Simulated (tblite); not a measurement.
A geometry optimisation, step by step.

Species: C₄H₁₄B₂SSi.
SMILES with atom numbers: `[BH2:1][Si@H:2]([CH2:3][B:4]([CH3:5])[CH3:6])[S:7][CH3:8]` (hydrogens: H9, H10 on B1; H11 on Si2; H12, H13 on C3; H14, H15, H16 on C5; H17, H18, H19 on C6; H20, H21, H22 on C8)

Computed with GFN2-xTB (tblite), gas phase: L-BFGS steps from a force-field or distance-geometry start until the largest atomic force falls under 0.01 eV/Å. 7 of its 189 geometries are shown.

Step 0: E = -628.0146 eV, largest atomic force 2.550 eV/Å
```
atom  x, y, z in Å  |  force x, y, z in eV/Å
B1      2.252   -1.956   -0.502    0.176  -0.789   0.741
Si2     0.804   -1.145    0.540    1.986  -0.829   0.163
C3     -0.714   -0.976   -0.470   -1.414   0.307  -0.555
B4     -1.494    0.397   -0.247   -1.712  -1.418   1.249
C5     -2.789    0.611   -1.140    0.527   1.069  -0.335
C6     -1.627    0.952    1.245    0.078   0.918  -0.324
S7      1.582    0.737    1.239   -0.069   0.811   0.868
C8      2.884    1.351    0.124    0.186  -0.069  -0.665
H9      3.316   -2.002    0.026   -0.204   0.078  -0.585
H10     1.975   -2.765   -1.312    0.298   0.338  -0.066
H11     0.572   -2.000    1.731   -0.014   0.342   0.033
H12    -1.408   -1.813   -0.187    0.435   0.806  -0.414
H13    -0.476   -1.098   -1.529   -0.137  -0.229  -0.003
H14    -3.607   -0.052   -0.782    0.636   0.605  -0.401
H15    -2.548    0.410   -2.196   -0.620   0.037   0.313
H16    -3.092    1.683   -1.032   -0.227  -0.972  -0.341
H17    -0.787    1.659    1.482   -0.785  -0.817   0.121
H18    -1.638    0.107    1.960    0.190   0.742  -0.291
H19    -2.570    1.544    1.348    0.748  -0.512   0.158
H20     3.833    1.401    0.706   -0.741   0.005  -0.660
H21     2.596    2.351   -0.295    0.274  -0.881   0.587
H22     2.925    0.624   -0.711    0.388   0.458   0.407
```

Step 31: E = -628.9245 eV, largest atomic force 0.078 eV/Å
```
atom  x, y, z in Å  |  force x, y, z in eV/Å
B1      2.325   -2.078   -0.438   -0.012  -0.010   0.023
Si2     0.907   -1.163    0.557    0.065   0.033   0.029
C3     -0.728   -0.939   -0.426    0.005   0.000   0.017
B4     -1.750    0.226   -0.098   -0.006   0.009   0.016
C5     -2.808    0.650   -1.195    0.004   0.015  -0.008
C6     -1.760    0.922    1.309   -0.005   0.007   0.014
S7      1.711    0.712    1.368   -0.012  -0.020  -0.049
C8      2.895    1.285    0.097   -0.003   0.007  -0.013
H9      3.446   -2.016   -0.108   -0.012  -0.010  -0.032
H10     2.083   -2.732   -1.378    0.021   0.020   0.007
H11     0.570   -1.807    1.840   -0.010   0.020  -0.003
H12    -1.279   -1.867   -0.241   -0.021   0.009  -0.005
H13    -0.515   -0.964   -1.498    0.025   0.007   0.015
H14    -3.731    0.096   -1.012    0.013   0.003   0.023
H15    -2.515    0.426   -2.219    0.028  -0.001  -0.001
H16    -3.077    1.702   -1.144    0.015   0.012   0.003
H17    -0.892    1.580    1.368   -0.016   0.006  -0.008
H18    -1.637    0.227    2.137   -0.007  -0.038  -0.025
H19    -2.638    1.535    1.503   -0.018  -0.019  -0.002
H20     3.868    1.399    0.567   -0.017  -0.034   0.011
H21     2.558    2.251   -0.268   -0.028  -0.018  -0.029
H22     2.956    0.573   -0.720   -0.011   0.003   0.014
```

Step 63: E = -628.9600 eV, largest atomic force 0.101 eV/Å
```
atom  x, y, z in Å  |  force x, y, z in eV/Å
B1      2.327   -2.045   -0.326   -0.027   0.006   0.043
Si2     0.931   -1.089    0.676   -0.045  -0.090   0.011
C3     -0.664   -0.898   -0.376    0.026  -0.055   0.017
B4     -1.731    0.218   -0.045    0.036  -0.017  -0.031
C5     -2.611    0.802   -1.217   -0.078   0.052  -0.002
C6     -1.943    0.714    1.430    0.009   0.021  -0.018
S7      1.717    0.858    1.278   -0.016  -0.031   0.035
C8      2.821    1.214   -0.129    0.022   0.013  -0.071
H9      3.443   -2.084    0.021   -0.021  -0.001   0.000
H10     2.059   -2.602   -1.321    0.047   0.008   0.013
H11     0.586   -1.644    1.999    0.002   0.049  -0.068
H12    -1.181   -1.856   -0.261   -0.024   0.023   0.010
H13    -0.391   -0.861   -1.436    0.025  -0.014   0.046
H14    -3.625    0.413   -1.113    0.003   0.014  -0.029
H15    -2.268    0.541   -2.216    0.007  -0.015  -0.004
H16    -2.706    1.885   -1.175    0.005   0.025   0.038
H17    -1.255    1.548    1.590   -0.036  -0.079   0.036
H18    -1.682   -0.041    2.168   -0.022   0.050   0.040
H19    -2.943    1.088    1.646    0.064  -0.023  -0.021
H20     3.822    1.403    0.248   -0.045   0.023   0.026
H21     2.445    2.093   -0.642    0.029  -0.004  -0.020
H22     2.837    0.361   -0.802    0.039   0.046  -0.051
```

Step 94: E = -629.0652 eV, largest atomic force 0.139 eV/Å
```
atom  x, y, z in Å  |  force x, y, z in eV/Å
B1      2.382   -2.091    0.117    0.006  -0.026  -0.088
Si2     0.884   -0.958    0.647    0.015   0.020   0.137
C3     -0.746   -1.031   -0.367    0.009  -0.018   0.019
B4     -1.721    0.121    0.053   -0.012  -0.042   0.031
C5     -2.030    1.293   -0.956   -0.045   0.040   0.005
C6     -2.361    0.109    1.499    0.018   0.007  -0.011
S7      1.675    1.087    0.703    0.042  -0.022  -0.003
C8      2.667    1.258   -0.825   -0.053  -0.025  -0.003
H9      3.138   -2.458    0.928    0.022  -0.020   0.009
H10     2.612   -2.400   -0.989   -0.016   0.038   0.012
H11     0.525   -1.010    2.074   -0.035  -0.016  -0.026
H12    -1.194   -2.001   -0.150    0.059  -0.078   0.026
H13    -0.515   -1.021   -1.434    0.045  -0.024   0.006
H14    -3.108    1.380   -1.101    0.060   0.074  -0.067
H15    -1.565    1.173   -1.935   -0.081  -0.015   0.056
H16    -1.697    2.252   -0.564   -0.026   0.009   0.055
H17    -1.920    0.917    2.082    0.002   0.012  -0.008
H18    -2.187   -0.811    2.055    0.016   0.006  -0.064
H19    -3.433    0.290    1.500   -0.022   0.045  -0.056
H20     3.572    1.790   -0.558    0.047   0.027  -0.004
H21     2.096    1.841   -1.538   -0.030   0.016  -0.066
H22     2.916    0.289   -1.242   -0.023  -0.006   0.041
```

Step 125: E = -629.1402 eV, largest atomic force 0.146 eV/Å
```
atom  x, y, z in Å  |  force x, y, z in eV/Å
B1      2.347   -2.057    0.248    0.122   0.007   0.063
Si2     0.960   -0.796    0.794    0.030   0.030   0.035
C3     -0.637   -1.022   -0.262   -0.054   0.005  -0.048
B4     -1.690    0.084    0.073    0.071  -0.003   0.128
C5     -1.709    1.448   -0.720   -0.002  -0.011   0.029
C6     -2.625   -0.114    1.332   -0.008   0.122  -0.046
S7      1.841    1.207    0.599   -0.064  -0.092   0.002
C8      2.479    1.198   -1.110    0.075   0.047   0.026
H9      2.896   -2.747    1.018   -0.054  -0.001  -0.007
H10     2.730   -2.118   -0.857   -0.023  -0.036  -0.003
H11     0.562   -0.670    2.203    0.014  -0.013  -0.017
H12    -1.001   -2.022   -0.017    0.032   0.020  -0.045
H13    -0.338   -1.032   -1.311    0.013  -0.005  -0.013
H14    -2.712    1.839   -0.879   -0.003  -0.012  -0.031
H15    -1.203    1.403   -1.682   -0.035   0.020  -0.031
H16    -1.188    2.200   -0.126    0.033  -0.030   0.004
H17    -2.295    0.570    2.118   -0.068  -0.055  -0.037
H18    -2.605   -1.118    1.746    0.002  -0.002   0.005
H19    -3.662    0.141    1.120    0.013   0.009   0.047
H20     3.287    1.927   -1.145   -0.123  -0.023  -0.045
H21     1.683    1.481   -1.794    0.060  -0.025   0.036
H22     2.870    0.216   -1.349   -0.032   0.050  -0.051
```

Step 157: E = -629.1789 eV, largest atomic force 0.087 eV/Å
```
atom  x, y, z in Å  |  force x, y, z in eV/Å
B1      2.395   -2.135    0.367    0.013   0.006   0.032
Si2     1.056   -0.798    0.851    0.019   0.005  -0.017
C3     -0.530   -0.963   -0.234   -0.016  -0.004  -0.022
B4     -1.619    0.114    0.100    0.022  -0.003   0.021
C5     -1.558    1.528   -0.599    0.019   0.017   0.008
C6     -2.714   -0.169    1.203    0.018   0.020  -0.006
S7      1.946    1.186    0.581    0.020   0.001   0.038
C8      2.271    1.191   -1.210   -0.018  -0.041   0.014
H9      2.777   -2.915    1.149    0.003  -0.009   0.010
H10     2.872   -2.196   -0.699    0.000   0.011  -0.026
H11     0.681   -0.627    2.258   -0.063  -0.004   0.044
H12    -0.886   -1.982   -0.073   -0.024  -0.004   0.006
H13    -0.192   -0.910   -1.271   -0.013   0.007  -0.020
H14    -2.498    2.072   -0.592   -0.061  -0.002   0.020
H15    -1.201    1.504   -1.628    0.005  -0.035   0.000
H16    -0.845    2.142   -0.045    0.038  -0.009   0.006
H17    -2.482    0.404    2.101    0.024   0.011  -0.020
H18    -2.793   -1.211    1.504    0.022   0.005  -0.023
H19    -3.702    0.164    0.888   -0.008  -0.014   0.002
H20     2.816    2.099   -1.433    0.046   0.074   0.001
H21     1.326    1.193   -1.739   -0.038  -0.030  -0.054
H22     2.869    0.327   -1.480   -0.009  -0.004  -0.015
```

Step 188: E = -629.1941 eV, largest atomic force 0.009 eV/Å
```
atom  x, y, z in Å  |  force x, y, z in eV/Å
B1      2.405   -2.151    0.413    0.004   0.004  -0.003
Si2     0.980   -0.887    0.832   -0.001  -0.006   0.001
C3     -0.550   -0.965   -0.338   -0.006   0.004   0.000
B4     -1.600    0.128    0.054   -0.007   0.001   0.003
C5     -1.586    1.536   -0.659   -0.001  -0.004   0.002
C6     -2.594   -0.132    1.251   -0.001   0.004   0.006
S7      1.939    1.081    0.647    0.003   0.004   0.003
C8      2.221    1.184   -1.151    0.000  -0.002   0.004
H9      2.881   -2.830    1.237    0.005   0.005   0.000
H10     2.875   -2.221   -0.657    0.004  -0.003  -0.004
H11     0.502   -0.741    2.213    0.002  -0.002  -0.003
H12    -0.945   -1.976   -0.232   -0.006   0.001   0.003
H13    -0.185   -0.874   -1.362    0.000  -0.007  -0.003
H14    -2.494    2.115   -0.512    0.005  -0.002   0.001
H15    -1.396    1.481   -1.730    0.001   0.002  -0.005
H16    -0.769    2.120   -0.233    0.004   0.004   0.002
H17    -2.333    0.529    2.079   -0.007  -0.003   0.002
H18    -2.578   -1.150    1.633    0.004   0.007  -0.003
H19    -3.623    0.111    0.992   -0.001  -0.003  -0.007
H20     2.688    2.145   -1.339    0.003   0.007   0.000
H21     1.270    1.128   -1.670   -0.004  -0.005  -0.003
H22     2.883    0.386   -1.470   -0.001  -0.007   0.002
```

Q: Summarise the path.

A: The energy falls by 27.20 kcal/mol from step 0 to step 188; nine tenths of that is first reached at step 97. It falls at every step. The largest force goes from 2.550 to 0.009 eV/Å. Among the bonds Si2–C3 changes most, from 1.831 to 1.928 Å; the atoms move by 1.524 Å rms after alignment.

Q: Follow the three bonds and two angles with the largest change from start to end.

A: 
```
step  E above end (kcal/mol)  largest force (eV/Å)  Si2–C3 (Å)  Si2–S7 (Å)  C8–H21 (Å)  B1–Si2–H11 (°)  S7–Si2–H11 (°)
   0                   27.20                 2.550       1.831       2.153       1.121           107.7           107.4
   8                    8.60                 0.450       1.913       2.182       1.087           108.8           102.6
  16                    6.74                 0.202       1.920       2.179       1.086           114.4            97.3
  25                    6.32                 0.080       1.920       2.184       1.086           113.5            97.3
  33                    6.18                 0.069       1.921       2.188       1.086           113.9            98.1
  41                    5.95                 0.145       1.917       2.194       1.086           115.5            99.0
  49                    5.77                 0.089       1.916       2.192       1.086           117.5            99.0
  57                    5.61                 0.084       1.915       2.187       1.085           116.8            98.6
  65                    5.32                 0.129       1.920       2.191       1.085           116.0           100.3
  74                    4.82                 0.103       1.919       2.188       1.084           115.3           100.2
  82                    4.22                 0.211       1.921       2.198       1.086           115.9            97.0
  90                    3.36                 0.162       1.926       2.191       1.086           116.4            95.1
  98                    2.57                 0.123       1.927       2.192       1.088           116.6            96.9
 106                    2.15                 0.139       1.926       2.194       1.086           117.6            97.3
 114                    1.74                 0.098       1.934       2.192       1.087           119.3            96.1
 123                    1.39                 0.116       1.928       2.195       1.087           120.6            95.6
 131                    0.94                 0.089       1.929       2.192       1.085           122.8            97.0
 139                    0.65                 0.115       1.928       2.194       1.088           121.7            96.7
 147                    0.49                 0.047       1.931       2.193       1.086           119.6            96.8
 155                    0.38                 0.072       1.932       2.192       1.084           118.9            96.9
 163                    0.19                 0.063       1.931       2.192       1.084           119.5            97.9
 172                    0.06                 0.040       1.928       2.194       1.085           119.8            97.3
 180                    0.01                 0.018       1.929       2.197       1.085           120.0            97.5
 188                    0.00                 0.009       1.928       2.197       1.085           120.3            97.6
```

The cost below is that of the whole relaxation. Time: 3.3 s of wall time. Hardware: one thread, Arm Neoverse N1 (aarch64), shared host with 64 logical CPUs at a one-minute load of 60.
